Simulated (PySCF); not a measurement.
Relaxation of quintet RuF₃⁺

These are results of UB3LYP in PySCF with Ru def2-SVP with ECP28, F def2-SVP; scalar-relativistic core potentials, no spin–orbit coupling; density-fitted integrals, not measurements. A (50,194) grid was used.

A hand-made T-shaped start, of C2v symmetry, held to at least that symmetry:

```xyz
4
charge 1 multiplicity 5, angstrom
Ru    0.0000    0.0000   -0.2369
F     0.0000    0.0000    1.6153
F     1.8511    0.0000   -0.1723
F    -1.8511    0.0000   -0.1723
```

Optimiser trace:
```csv
step,E − E(last) (kJ/mol),largest gradient (Eh/bohr)
0,39.11,0.06069
1,13.44,0.01601
2,3.31,0.01092
3,0.09,0.00318
4,0.01,0.00075
5,0.00,0.00015
```

It ends at C2v with Ru–F 1.786 Å, Ru–F 1.814 Å (×2); F–Ru–F 101.0° (×2), F–Ru–F 158.0°. A frequency run shows a minimum. Other isomers or separated fragments may lie lower.

Final geometry:
```xyz
4
charge 1 multiplicity 5, angstrom
Ru    0.0000    0.0000   -0.1310
F     0.0000    0.0000    1.6552
F     1.7813    0.0000   -0.4764
F    -1.7813    0.0000   -0.4764
```

With open d or f shells other occupations or spin states may lie lower.

The relaxation took roughly 30 core-seconds on a shared host.
